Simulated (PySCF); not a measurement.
Isomers of C4H5FO2, one GFN2-xTB conformer each. Single-point energies are computed at PBE0/pcSseg-1 (PySCF, gas phase, no added dispersion term), electronic only.

| SMILES | GFN2-xTB relative energy (kcal/mol) |
| --- | --- |
| CC(=O)O/C=C\F | 0.0 |
| COC(=O)/C=C\F | 3.5 |

Conformers: `[CH3:1][C:2](=[O:3])[O:4]/[CH:5]=[CH:6]\[F:7]` with C1–C2–O4–C5 180°, C2–O4–C5–C6 180°; `[CH3:1][O:2][C:3](=[O:4])/[CH:5]=[CH:6]\[F:7]` with C1–O2–C3–O4 0°, O2–C3–C5–C6 0°.

Problem. What does PBE0/pcSseg-1 give for the same structures?

Solution. 
| SMILES | PBE0/pcSseg-1 E (Eh) | PBE0/pcSseg-1 (kcal/mol) | GFN2-xTB (kcal/mol) | point group |
| --- | --- | --- | --- | --- |
| CC(=O)O/C=C\F | -405.22553 | 0.0 | 0.0 | Cs |
| COC(=O)/C=C\F | -405.22551 | 0.0 | 3.5 | – |

Both levels put the same isomer lowest. Neighbours under 2.5 kcal/mol apart (CC(=O)O/C=C\F and COC(=O)/C=C\F) can change places with a better method, another conformer or zero-point energy.

Problem. Which frontier levels, dipoles and rotational constants go with these structures?

Solution. 
| SMILES | HOMO (eV, PBE0/pcSseg-1) | LUMO (eV) | dipole (D) | A, B, C (MHz) |
| --- | --- | --- | --- | --- |
| CC(=O)O/C=C\F | -7.30 | -0.39 | 0.51 | 6892, 1390, 1165 |
| COC(=O)/C=C\F | -8.17 | -1.24 | 1.59 | 4642, 2052, 1436 |
